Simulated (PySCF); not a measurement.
HBr2ClOSi, SMILES O[Si](Cl)(Br)Br, PBE0/def2-SVP optimised geometry.

```
6

O     -1.24    -1.74    -1.35
Si    -0.65    -1.03     0.00
Cl     1.40    -1.03     0.00
Br    -1.40     1.03     0.00
Br    -1.33    -2.10     1.81
H     -1.07    -2.68    -1.47
```

Density from PySCF with PBE0/def2-TZVP at that geometry.

Minimum of the electron density along straight lines between bonded atoms, close to the bond critical point (lines longer than 1.1 times the sum of covalent radii, or with two minima, are not listed):

```
bond     length / Å  ρ at the minimum / e bohr⁻³  ∇²ρ there / e bohr⁻⁵  position (fraction from the first atom)
-------  ----------  ---------------------------  --------------------  ---------------------------------------
O1–Si2        1.638                        0.144                  0.84                                     0.59
Si2–Cl3       2.050                        0.103                  0.22                                     0.36
Si2–Br4       2.190                        0.098                  0.08                                     0.35
Si2–Br5       2.208                        0.094                  0.07                                     0.35
O1–H6         0.964                        0.351                 -2.41                                     0.81
```
